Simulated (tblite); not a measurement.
Compound: C5H5N2Si (doublet state).
Numbering: `[CH:1]#[C:2][SiH:3][C@H:4]([C:5]#[N:6])[N:7]=[CH2:8]` (hydrogens: H9 on C1; H10 on Si3; H11 on C4; H12, H13 on C8)

Structure optimised with GFN2-xTB, isolated species. This method treats the open shell by occupation alone, without spin polarisation.

Question: Give the optimised bond lengths and angles.

Answer: 
| bond | length (Å) |
| --- | --- |
| C1≡C2 | 1.208 |
| C2–Si3 | 1.825 |
| Si3–C4 | 1.944 |
| C4–C5 | 1.433 |
| C5≡N6 | 1.147 |
| C4–N7 | 1.427 |
| N7=C8 | 1.255 |
| C1–H9 | 1.052 |
| Si3–H10 | 1.457 |
| C4–H11 | 1.096 |
| C8–H12 | 1.080 |
| C8–H13 | 1.093 |

A selection of angles:
| angle | degrees |
| --- | --- |
| C1–C2–Si3 | 173.2 |
| C2–Si3–C4 | 109.4 |
| Si3–C4–C5 | 106.1 |
| Si3–C4–N7 | 107.5 |
| C5–C4–N7 | 117.2 |
| C4–C5–N6 | 177.8 |
| C4–N7–C8 | 122.2 |

Dihedral angles: C2–Si3–C4–C5 67° (synclinal); Si3–C4–N7–C8 100° (anticlinal).

The 2 C–C bonds span 1.208 Å (C1≡C2, drawn triple) to 1.433 Å (C4–C5, drawn single), a spread of 0.225 Å. Si3 (silicon bonded to 2 C and H) is pyramidal (angles 116.1°, 111.3° and 109.4°, sum 336.8°, 0.48 Å off the plane of its three neighbours). The C–Si distances run from 1.825 Å (C2–Si3, drawn single) to 1.944 Å (Si3–C4, drawn single), a spread of 0.119 Å. The C–N distances run from 1.147 Å (C5≡N6, drawn triple) to 1.427 Å (C4–N7, drawn single), a spread of 0.280 Å. C8 (carbon bonded to N and 2 H) is planar (angles 125.3°, 117.4° and 117.3°, sum 360.0°, 0.00 Å off the plane of its three neighbours). Of the pairs four or more bonds apart, C5···H13 is among the closest relative to their van der Waals radii: 2.52 Å, 87 % of the sum of Bondi's values. N7 (nitrogen bonded to 2 C) is bent (angle 122.2°).

Point group: C1 (no symmetry element, even within 0.4 Å). Its GFN2-xTB frequencies are all real (lowest 34 cm⁻¹). 3 starts were optimised and ended at 0.00, 1.26 and 2.29 kcal/mol (GFN2-xTB); the lowest of these is shown.

Time: 1.2 s of wall time. Hardware: one thread of an Arm Neoverse V1, no GPU (shared host). That covers the optimisation of the geometry.

One conformer stands for the species.

All values are computed, not measured.
